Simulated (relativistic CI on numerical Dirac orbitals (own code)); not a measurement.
## From line strength to rate: Eu⁺ 3819.67 Å (air)

Problem. For 4f7.6s 9S°_4 – 4f7.6p 9P_5 of Eu⁺ a semi-empirical relativistic CI calculation gives the line strength S = 63.42 e²a₀² in the length gauge. The measured levels are 0.00 and 26172.83 cm⁻¹ (NIST Handbook). Find gf, f, A and the partial lifetime.

Working.
1. σ = 26172.83 − 0.00 = 26172.83 cm⁻¹, so the vacuum wavelength is 10⁸/σ = 3820.76 Å.
2. gf = 303.756 S/λ(Å) = 5.042, log gf = 0.703; with g = 9 for the lower level, f = 0.56.
3. A = 2.02613 × 10¹⁸ S/(g_u λ³) with g_u = 11: A = 2.09 × 10^8 s⁻¹.
4. The partial lifetime for this S is 1/A = 4.77 ns; in the calculation this line carries 89 % of the decay of the upper level.

Check. The Handbook lists A = 1.27 × 10^8 s⁻¹, a tabulated value with its own uncertainty (a few per cent for the best lines, 25 % or more for others); ours lies 65 % above it. The velocity form of the same calculation gives S = 42.8, and the gap between the two forms is a rough gauge of the error in S. A miss this large is common for lines of near-neutral atoms, where core polarisation and correlation outside the CI space change S. With the computed energy (29402 cm⁻¹) in place of the measured one the rate would change by the factor (σ_calc/σ)³ = 1.42.
